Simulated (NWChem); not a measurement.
# C3H5ClSi; SMILES [SiH3]C=C=CCl

```xyz
10

Si     0.4251     2.5210    -0.0869
C     -0.7282     1.1536     0.4916
C     -0.6823    -0.0610     0.0052
C     -0.6156    -1.2605    -0.5158
Cl     0.3938    -2.5166     0.1268
H      1.3354     1.9845    -1.1380
H      1.2214     3.0329     1.0695
H     -0.3766     3.6563    -0.6377
H     -1.4707     1.3751     1.2730
H     -1.1989    -1.5548    -1.3925
```
Atoms are numbered in this order, from 1.

Results from NWChem. Medium grid unless said otherwise, to which SCAN and Minnesota functionals are sensitive. Coordinates come from a PBE0/def2-SVP optimisation. Total energies of different functionals are on different scales.

```json
[
 {"level": "PBE/def2-TZVP", "energy (Ha)": "-866.5199", "highest occupied level (eV)": "-6.04", "orbital gap (eV)": "3.94", "dipole (D)": "1.40", "relative time": "1"},
 {"level": "B3LYP/def2-TZVP", "energy (Ha)": "-867.0581", "highest occupied level (eV)": "-6.98", "orbital gap (eV)": "5.65", "dipole (D)": "1.49", "relative time": "1"},
 {"level": "PBE0/def2-TZVP", "energy (Ha)": "-866.5939", "highest occupied level (eV)": "-7.20", "orbital gap (eV)": "6.07", "dipole (D)": "1.50", "relative time": "1"},
 {"level": "CAM-B3LYP/def2-TZVP", "energy (Ha)": "-866.9643", "highest occupied level (eV)": "-8.49", "orbital gap (eV)": "8.53", "dipole (D)": "1.54", "relative time": "9"},
 {"level": "M06-2X/def2-TZVP", "energy (Ha)": "-866.9216", "highest occupied level (eV)": "-8.34", "orbital gap (eV)": "8.14", "dipole (D)": "1.59", "relative time": "1"}
]
```

Times are rough ratios from one shared machine.
